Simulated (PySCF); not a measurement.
Si4H8O4

Si4H8O4 is a molecule drawn as a unit of a network glass or zeolite (built as: Si Si Si Si, H ends, O bridges), neutral, singlet. The structure, one conformer, was relaxed in the gas phase by PBE0-D3(BJ)/def2-SVP. No frequency run checks that it is a minimum.

SMILES: [SiH3]O[SiH]1O[SiH2]O[SiH2]O1

```
atom   x (Å)   y (Å)   z (Å)
 Si1  -2.855   0.203   0.360
  O2  -1.676  -0.838   0.903
 Si3  -0.086  -1.196   0.752
  O4   0.326  -1.258  -0.853
 Si5   1.354  -0.358  -1.801
  O6   2.084   0.763  -0.813
 Si7   1.914   1.101   0.807
  O8   0.836   0.000   1.433
  H9  -4.049   0.051   1.235
 H10  -3.216  -0.123  -1.051
 H11  -2.360   1.612   0.423
 H12   0.168  -2.487   1.412
 H13   2.387  -1.246  -2.393
 H14   0.568   0.343  -2.849
 H15   3.225   0.947   1.486
 H16   1.370   2.474   0.970
```

Shieldings: GIAO PBE0/pcSseg-1. Shifts are against computed references at the same level: H TMS (σ 31.27 ppm), Si TMS (σ 352.0 ppm). Core levels by delta-SCF with SCAN, pcX-2 on the ionised atom and pcseg-1 elsewhere, spin-free X2C (2p3/2 is the spin-free 2p value less a third of a first-order spin-orbit splitting); from the vacuum level, for chosen atoms.

(1) Give the NMR and core-level values of the distinct atoms.

(2) Which of Si1, Si3 holds its core electrons tightest, and by how much against the loosest?

(3) By CAM-B3LYP/def2-SVPD (TDDFT singlets, Tamm-Dancoff triplets, ionisation by delta-SCF), where does absorption start, and what does vertical ionisation take?

Answers

(1) 
| atoms | bonded to | σ (ppm) | δ (ppm) | core level (eV) |
| --- | --- | --- | --- | --- |
| Si1 | 1 O + 3 H | 391.6 | -39.6 | 2p3/2 107.73 |
| O2 | 2 Si | 274.8 | - | 1s 538.10 |
| Si3 | 3 O + 1 H | 422.8 | -70.9 | 2p3/2 108.46 |
| O4 | 2 Si | 230.8 | - | 1s 538.13 |
| Si5 | 2 O + 2 H | 384.5 | -32.5 | - |
| O6 | 2 Si | 251.7 | - | - |
| Si7 | 2 O + 2 H | 384.1 | -32.1 | - |
| O8 | 2 Si | 230.7 | - | 1s 538.11 |
| H9 H10 H11 | 1 Si | 26.16 | 5.11 | - |
| H12 | 1 Si | 26.78 | 4.49 | - |
| H13 | 1 Si | 26.07 | 5.19 | - |
| H14 | 1 Si | 26.04 | 5.23 | - |
| H15 | 1 Si | 26.08 | 5.18 | - |
| H16 | 1 Si | 26.03 | 5.24 | - |

Values are those of this one static structure, with the three H of a rotating XH3 group averaged; atoms that internal rotation interchanges would show their mean in an NMR spectrum.

(2) Si3 (bonded to 3 O + 1 H), by 0.73 eV over Si1 (bonded to 1 O + 3 H).

(3) The lowest singlet lies at 7.62 eV (f 0.011), the strongest of the first 6 at 7.80 eV (f 0.014), the lowest triplet at 7.26 eV; vertical ionisation takes 10.82 eV.
